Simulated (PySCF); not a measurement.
Level of theory: B3LYP-D3(BJ)/def2-TZVP // PBE-D3(BJ)/def2-SVP (PySCF). Gas-phase values, no solvent. B3LYP has the VWN-RPA correlation part, as in Gaussian. 

Reference species: [Rh(NH3)4]2+ (charge +2, multiplicity 2).

```json
{
 "mean_distance_from_the_central_atom_to_its_bonded_neighbours": "2.117 Å",
 "highest_occupied_spin_orbital": "-16.05 eV"
}
```

Changed species: [Cu(NH3)4]2+ (M = Cu, multiplicity 2; the reference has M = Rh, multiplicity 2).

### Question
What does the change do to the mean distance from the central atom to its bonded neighbours and highest occupied spin orbital?

### Answer
the mean distance from the central atom to its bonded neighbours decreases by 0.047 Å, to 2.070 Å; the highest occupied spin orbital falls by 0.43 eV, to -16.48 eV.
